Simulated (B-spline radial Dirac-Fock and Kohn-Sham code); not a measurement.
## Core and valence levels of Xe³⁴⁺

System: Xe³⁴⁺ in the configuration 1s2 2s2 2p6 3s2 3p6 3d2; nuclear rms radius 4.7859 fm (A = 132).

The run's input, task.json:

```json
{"items": [{
  "Z": 54,
  "q": 34,
  "cfg": [[1, 0, 2], [2, 0, 2], [2, 1, 6], [3, 0, 2], [3, 1, 6], [3, 2, 2]],
  "A": 132,
  "rrms": 4.7859,
  "do": ["binding"]
}]}
```

Run with: `python xray_run.py task.json out`

These are calculated numbers from a radial B-spline solver; the model is ΔSCF Dirac-Fock with Breit, self-energy and vacuum polarisation, finite nucleus, configuration average. Electron correlation is not included. Energies are counted from the vacuum level.

All terms are in eV, carry their sign (relaxation lowers the binding energy) and add up to the binding energy; ⟨r⟩ is the mean radius of the orbital in the initial state.

```tsv
subshell	−ε (Koopmans)	relaxation	Breit	self-energy	vacuum polarisation	binding energy	⟨r⟩ (bohr)
K (1s)	36491.7	-34.85	-83.01	-48.55	6.82	36332.1	0.027
L1 (2s)	7195.8	-9.59	-8.44	-6.22	0.81	7172.4	0.113
L2 (2p1/2)	6860.4	-11.97	-13.45	0.36	-0.01	6835.3	0.095
L3 (2p3/2)	6529.8	-11.06	-8.83	-0.22	-0.04	6509.6	0.101
M1 (3s)	2601.6	-1.28	-1.76	-1.52	0.19	2597.2	0.284
M2 (3p1/2)	2464.5	-1.52	-2.89	0.05	0.00	2460.2	0.272
M3 (3p3/2)	2388.2	-1.38	-1.83	-0.07	-0.01	2384.9	0.281
M4,5 (3d)	2198.2	-1.89	-0.82	0.08	-0.01	2195.6	0.249
```

For the deepest level, K (1s), the Breit terms make up -0.228 % of the binding energy, QED -0.115 % and orbital relaxation -0.096 %.

Going to the tabulated ground configuration of the next ion removes an electron from M4,5 (3d), computed at 2195.6 eV. NIST lists 2209 ± 5 eV as the ionisation energy of this species (theoretical), +13.43 eV from the computed value. Where a p, d or f shell is open in either ion the computed value averages over both j values and all terms, while the table refers to the lowest levels; that difference holds spin-orbit splitting (largest in heavy or highly charged ions), term energies where several electrons share open shells, and correlation, and it can reach 10 % or more.
